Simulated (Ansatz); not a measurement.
Species: PbCl, charge 0, doublet. PbCl (SMILES [Cl][Pb], doublet).
B3LYP-D3(BJ)/def2-TZVP minimum from Ansatz (a quantum-chemistry and plane-wave program):
```
Pb
Cl 1 2.4909
```
Charge 0, spin multiplicity 2.

Total energies in hartree (Ansatz). UHF or UKS for unpaired electrons; spin-orbit terms are left out. Cores are frozen in correlated methods (noble-gas shells, and filled d and f shells in the p block). Past Kr the def2 sets carry scalar-relativistic core potentials. Spin-orbit terms, left out, reach several kcal/mol for Br and I, and more for heavier atoms. The spin of ClPb ([Cl][Pb], doublet) was assumed, and the state is the lowest solution found for it.

```csv
species,HF/def2-TZVPP,CCSD(T)/def2-TZVPP,HF/def2-QZVPP,CCSD(T)/def2-QZVPP,CCSDT(Q)/def2-QZVPP
"1: PbCl (SMILES [Cl][Pb], doublet)",-651.40203,-651.67808,-651.41648,-651.71776,-651.71921
2: Pb (triplet),-191.83552,-191.88342,-191.83621,-191.88661,-191.88692
3: Cl (doublet),-459.47685,-459.66464,-459.48954,-459.69535,-459.69632
```

Q: Work out the atomisation energy (electronic, to ground-state atoms) in kcal/mol: take Hartree-Fock from def2-QZVPP, extrapolate the CCSD(T) correlation energy as X^-3 (X = 3, 4), and add CCSDT(Q) - CCSD(T) in def2-QZVPP. 1 hartree = 627.51 kcal/mol.

A: 
Species 1: correlation (64·(-0.30128) - 27·(-0.27605))/37 = -0.31969; step -0.00145; E1 = -651.41648 + (-0.31969) + (-0.00145) = -651.73762
Species 2: correlation (64·(-0.05040) - 27·(-0.04790))/37 = -0.05222; step -0.00031; E2 = -191.83621 + (-0.05222) + (-0.00031) = -191.88874
Species 3: correlation (64·(-0.20581) - 27·(-0.18779))/37 = -0.21896; step -0.00097; E3 = -459.48954 + (-0.21896) + (-0.00097) = -459.70947
-1·E1 +1·E2 +1·E3 = 0.13941 hartree = 87.5 kcal/mol.
